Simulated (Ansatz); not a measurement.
A search over several starts for the lowest SCF solution of Sn2F3 at the given spin, in a small basis.

```yaml
crystal:
  periodic: [false, false, false]
  atoms:
    - {symbol: Sn, position_ang: [-0.057793, -0.822002, -1.345594]}
    - {symbol: Sn, position_ang: [-0.569056, 0.762212, 1.254285]}
    - {symbol: F, position_ang: [1.181534, 0.107478, 0.164498]}
    - {symbol: F, position_ang: [-0.528689, -0.874413, 2.334998]}
    - {symbol: F, position_ang: [-0.026006, 0.826735, -2.408187]}
basis:
  gaussian: {orbitals: def2-SVP, initial_orbitals: start.molden}
magnetization: {spin_polarized: true, initial_magnetization: 1}
hamiltonian: {xc: pbe0, dispersion: d4}
output: {orbitals: {seedname: orbitals}}
```

The file start.molden holds the orbitals of an earlier run on this structure, at another level or in another basis.

```sh
$ ansatz run in.yaml --threads 4 --pin off --events-out ev --progress --plain --max-ram 4787MiB
```

Output, abridged:

```
Functional definition: PBE0
1063 factors; integrals over basis functions are off by at most 2.1e-4 eV
mean field evaluation 1: about -19789.7847 eV, gradient 3.8e1 eV
mean field evaluation 2: about -19798.8250 eV, gradient 1.1e1 eV
mean field evaluation 4: about -19802.7020 eV, gradient 5.2e-1 eV
mean field evaluation 8: about -19802.8009 eV, gradient 1.3e-5 eV
mean field evaluation 16: about -19802.7985 eV, gradient 5.9e-1 eV
mean field -19802.80086634 eV, -727.7395090174 hartree, gradient 6.0e-5 eV, S^2 0.756306; 1 other end points of the search recorded, 0 dependent functions left out
reference -19802.80089608 eV, -727.7395101104 hartree; 36, 35 occupied and 58, 59 virtual orbitals, 1063 factors
Total energy: -19802.93559423 eV, -727.7444601761 hartree
```

Run time 2.9 s (4 threads of Arm Neoverse V2 on a shared host).

In the def2 sets Sn takes a core potential; there is no spin–orbit coupling. Another isomer (doublet) lies 0.28 eV lower at PBE0-D4/def2-TZVP; other spin states weren't run for this one.
